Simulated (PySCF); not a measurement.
# Reading the logs of faulty runs: AlBCFH2

These are calculations, not measurements. They come from PySCF 2.14.0, an open-source quantum chemistry program, on an isolated molecule that a program drew, which may never have been made. The molecule is AlBCFH2 (charge 0, doublet), drawn as the SMILES string `FB=[CH][AlH]`.

Each row is a Hartree-Fock (HF) and frozen-core CCSD(T) single point in the cc-pV(D+d)Z basis, meant for a local HF minimum. Run 1 is clean. Each other run has one planted mistake out of seven kinds, and not every kind appears here: one electron removed, one electron added, multiplicity raised by two, geometry at a saddle point, minimal basis STO-3G, one bond length entered in bohr, all coordinates scaled. The reference is restricted for singlets and unrestricted otherwise, and also for a bond in bohr. Adding or removing an electron swaps singlet and doublet. Electrons count all cores. HOMO and LUMO are orbital energies over both spins, the gradient is its largest component, and the lowest frequency (negative if imaginary) is given only where the gradient is small. Bond lengths are over the 5 bonds as drawn. T1 is the CCSD diagnostic: over 0.02 (restricted) or 0.045 (unrestricted) a single reference is doubtful.

Geometry of the clean run:
```xyz
6
AlBCFH2, angstrom
F    -1.7352   -1.0085   -2.5343
B    -0.8886   -1.0215   -1.5713
C     0.0249   -0.9266   -0.5412
Al    0.5119    0.8874   -0.1410
H     0.4334   -1.7740   -0.0057
H    -0.1887    2.0135   -1.0321
```

```
run,electrons,basis functions,<S^2>,HOMO (eV),LUMO (eV),gradient (hartree/bohr),lowest frequency (cm^-1),mean bond (Å),longest bond (Å),T1,HF (hartree),CCSD(T) (hartree),mistake
1,35,75,0.754,-7.90,1.21,2.9e-05,103,1.4526,1.920,0.0175,-405.06002,-405.53973,no fault
2,35,75,1.474,-7.94,1.04,1.9e-02,-,1.6452,2.046,0.0610,-404.92567,-405.40296,one bond length entered in bohr
3,35,26,0.756,-4.27,7.14,5.3e-02,-,1.4526,1.920,0.0176,-399.91184,-400.09697,minimal basis STO-3G
4,34,75,0.000,-14.73,-6.58,3.9e-02,-,1.4526,1.920,0.0182,-404.79367,-405.26980,?
5,35,75,0.753,-7.59,1.56,9.2e-02,-,1.3538,1.790,0.0156,-405.02612,-405.49677,?
```

**Which mistake was planted in run 4, and what did it cost?**

It counts 34 electrons, one fewer than the clean run, at the same geometry and basis. So the mistake is: one electron removed. Subtracting run 1 and multiplying by 627.51 kcal/mol a hartree, the energy moved by 167.1 kcal/mol in HF and 169.4 kcal/mol in CCSD(T).

**Which mistake was planted in run 5, and what did it cost?**

The mean and the longest bond both change by the same factor, 0.932, and the gradient is no longer small. So the mistake is: all coordinates scaled. Subtracting run 1 and multiplying by 627.51 kcal/mol a hartree, the energy moved by 21.3 kcal/mol in HF and 27.0 kcal/mol in CCSD(T).

Cautions from the logs. Run 2: T1 is over the limit, so its CCSD(T) energy is less reliable.
